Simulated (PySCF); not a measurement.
Species: C₅H₃FO₂.
Z-matrix (Å and degrees, GFN2-xTB geometry), rows numbered from 1:
```
O 
C   1  1.1968
C   2  1.4808  1  127.87
C   3  1.3367  2  111.44  1  -168.16
C   4  1.4808  3  111.43  2    -0.16
O   5  1.1968  4  127.87  3   168.68
C   2  1.5381  1  126.83  3  -178.62
F   7  1.3646  2  113.20  1    39.63
H   3  1.0766  2  121.41  1    10.78
H   4  1.0767  3  127.16  2   178.88
H   7  1.0998  2  109.78  1   -80.13
```

The closed-shell SCF was solved with PySCF and density fitting under several settings on one GFN2-xTB geometry (grid level 2 and gas phase unless stated).

| settings | basis functions | SCF cycles | E (Eh) | HOMO (eV) | LUMO (eV) | dipole (D) |
| --- | --- | --- | --- | --- | --- | --- |
| PBE0/pcSseg-1 | 151 | 14 | -442.0621 | -7.79 | -3.18 | 3.96 |
| CAM-B3LYP/def2-SVPD | 193 | 14 | -442.1071 | -9.37 | -2.11 | 4.25 |
| PBE0/def2-SVP, fitting basis def2-qzvpp-jkfit | 127 | 11 | -441.7745 | -7.60 | -3.03 | 3.77 |

Task: Estimate the rows for these settings: (1) wB97X-D/pcseg-1, IEF-PCM chloroform, grid level 1, energy threshold 1e-06 Eh; (2) PBE0/6-31G*, fitting basis def2-qzvpp-jkfit, damping 0.3 at the start, DIIS from the seventh cycle; (3) wB97X-D/pcJ-1, damping 0.2 at the start, DIIS from the seventh cycle, fitting basis def2-qzvpp-jkfit.

Result: 
| settings | basis functions | SCF cycles | E (Eh) | HOMO (eV) | LUMO (eV) | dipole (D) |
| --- | --- | --- | --- | --- | --- | --- |
| wB97X-D/pcseg-1, IEF-PCM chloroform, grid level 1, energy threshold 1e-06 Eh | 127 | 9 | -442.3549 | -9.67 | -1.19 | 4.80 |
| PBE0/6-31G*, fitting basis def2-qzvpp-jkfit, damping 0.3 at the start, DIIS from the seventh cycle | 118 | 20 | -442.0962 | -7.40 | -2.82 | 3.73 |
| wB97X-D/pcJ-1, damping 0.2 at the start, DIIS from the seventh cycle, fitting basis def2-qzvpp-jkfit | 246 | 19 | -442.4379 | -9.73 | -1.41 | 4.05 |

Task: Over all rows, what range does the HOMO–LUMO gap span?

Result: From 4.57 eV (PBE0/def2-SVP, fitting basis def2-qzvpp-jkfit) to 8.48 eV (wB97X-D/pcseg-1, IEF-PCM chloroform, grid level 1, energy threshold 1e-06 Eh). The functional of the narrowest has 25 % exact exchange, that of the widest range-separated exact exchange.

Task: Compare two rows with the functional PBE0: PBE0/def2-SVP, fitting basis def2-qzvpp-jkfit and PBE0/6-31G*, fitting basis def2-qzvpp-jkfit, damping 0.3 at the start, DIIS from the seventh cycle. Which energy is lower, and by how much?

Result: PBE0/6-31G*, fitting basis def2-qzvpp-jkfit, damping 0.3 at the start, DIIS from the seventh cycle (118 functions) lies 0.3217 Eh or 202 kcal/mol below PBE0/def2-SVP, fitting basis def2-qzvpp-jkfit (127 functions). The smaller set gives the lower energy; the two sets aren't nested, so the variational bound doesn't order them by size.

wB97X-D ran without the empirical dispersion term, which would shift the total energy alone. Cycle counts include a coarse-grid stage where the run had one. All basis functions are spherical, in the Pople sets too. The species at its GFN2-xTB geometry (one conformer only).
